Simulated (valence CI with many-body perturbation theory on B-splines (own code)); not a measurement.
**Energy levels of Al VIII**

Calculated by configuration interaction combined with many-body perturbation theory (CI+MBPT): four valence electrons over a frozen Dirac-Fock core [He], a basis of 11 s, 11 p, 10 d, 8 f, 5 g, 2 h functions for each j, with the one-electron correlation potential Σ1 (screened to all orders), the two-electron term Σ2, the three-electron term Σ3, Breit, model QED; selected single and double excitations, second order for the rest, scaled by the run's own slope (own B-spline code, finite nucleus).

No measured levels were compared; by estimate levels hold to about 100 cm⁻¹ or 0.05 % of their energy and the worst to 300 or 400 cm⁻¹, as in measured light ions of charge 2 to 7. Among the levels kept, up to 1500 cm⁻¹ of a level comes from second order outside the variational space, and about a tenth of that is noise between levels of different J, which matters for small intervals.

Levels 136 to 180 of 207, with energies above the lowest level, 2s2 2p2 3P_0. "Leading %" is the weight of the configuration and term that name the level; weights of strongly mixed levels are sums over their largest components and can fall short.

```csv
No.,Configuration,Term,J,E (cm⁻¹),Leading %,g,Second component
136,2s 2p2 3p,3P°,2,1755300,84,1.486,7 % 2s2 2p 4s 3P°
137,2s 2p2 3p,3P°,1,1755300,86,1.483,7 % 2s2 2p 4s 3P°
138,2s 2p2 3d,1D,2,1761800,97,1.000,
139,2s 2p2 3d,3S,1,1762000,94,1.997,
140,2s 2p2 3p,3S°,1,1764100,80,1.995,17 % 2p3 3s 3S°
141,2s 2p2 3d,1P,1,1765700,95,1.005,
142,2s2 2p 4s,1P°,1,1777200,59,1.012,33 % 2s 2p2 3p 1P°
143,2s 2p2 3p,1D°,2,1780000,97,1.001,
144,2s 2p2 3d,1S,0,1780300,94,,
145,2s2 2p 4s,3P°,0,1786500,84,,10 % 2s 2p2 3p 3P°
146,2s2 2p 4s,3P°,1,1788200,82,1.488,9 % 2s 2p2 3p 3P°
147,2s2 2p 4s,3P°,2,1791200,84,1.502,9 % 2s 2p2 3p 3P°
148,2p3 3s,5S°,2,1794300,98,2.000,
149,2s2 2p 4p,3D,1,1804200,54,0.522,38 % 2s 2p2 3d 3D
150,2s 2p2 3d,3D,2,1805500,47,1.165,47 % 2s2 2p 4p 3D
151,2s 2p2 3d,3D,3,1807200,66,1.326,25 % 2s2 2p 4p 3D
152,2s 2p2 3p,1P°,1,1807600,57,1.004,36 % 2s2 2p 4s 1P°
153,2s2 2p 4p,1P,1,1810500,72,1.010,10 % 2s 2p2 3d 3D
154,2s 2p2 3d,3D,2,1811400,39,1.050,25 % 2s2 2p 4p 3D
155,2s2 2p 4p,3D,3,1812200,50,1.305,30 % 2s 2p2 3d 3D
156,2s 2p2 3d,3D,1,1812700,55,0.568,27 % 2s2 2p 4p 3D
157,2s 2p2 3d,3F,2,1814900,54,0.825,17 % 2s 2p2 3d 3D
158,2s 2p2 3d,3F,3,1816300,70,1.118,11 % 2s2 2p 4f 3F
159,2s2 2p 4p,3S,1,1816400,42,1.661,39 % 2s2 2p 4p 3P
160,2s2 2p 4p,3P,0,1816400,89,,
161,2s 2p2 3d,3F,4,1817000,82,1.250,14 % 2s2 2p 4f 3F
162,2s2 2p 4p,3P,2,1819000,81,1.458,5 % 2s 2p2 3d 3P
163,2s2 2p 4p,3P,1,1819100,46,1.739,45 % 2s2 2p 4p 3S
164,2s 2p2 3d,1D,2,1820300,74,0.975,9 % 2s2 2p 4f 1D
165,2s2 2p 4p,1D,2,1823700,84,1.030,5 % 2s2 2p 4p 3P
166,2s 2p2 3d,3D,1,1830700,57,0.604,17 % 2s 2p2 3d 1P
167,2p3 3s,3S°,1,1830700,77,2.000,19 % 2s 2p2 3p 3S°
168,2s 2p2 3d,3D,2,1832100,70,1.167,14 % 2s2 2p 4p 3D
169,2s 2p2 3d,3D,3,1833400,68,1.326,17 % 2s2 2p 4p 3D
170,2s 2p2 3d,1P,1,1833900,73,0.900,14 % 2s 2p2 3d 3D
171,2s2 2p 4p,1S,0,1834400,92,,
172,2s 2p2 3d,1F,3,1836100,60,1.008,34 % 2s2 2p 4f 1F
173,2s2 2p 4d,3F°,2,1838100,74,0.747,21 % 2s2 2p 4d 1D°
174,2s2 2p 4d,3F°,3,1840100,89,1.095,5 % 2s2 2p 4d 3D°
175,2s2 2p 4d,1D°,2,1841200,61,1.005,17 % 2s2 2p 4d 3F°
176,2s2 2p 4d,3F°,4,1843000,96,1.250,
177,2s2 2p 4d,3D°,1,1844700,78,0.664,14 % 2s2 2p 4d 3P°
178,2s 2p2 3d,3P,2,1844900,89,1.493,5 % 2s2 2p 4p 3P
179,2s2 2p 4d,3D°,2,1845600,50,1.215,28 % 2s2 2p 4d 3P°
180,2s 2p2 3d,3P,1,1845700,91,1.495,4 % 2s2 2p 4p 3P
```

Names give the largest LS component (configuration and term), which can be under half, so a name can repeat, a term be missing and a line seem to break the LS rules; names also repeat where a configuration has a term twice.

Where two levels of one J and parity lie close, their mixing, g and order are uncertain.
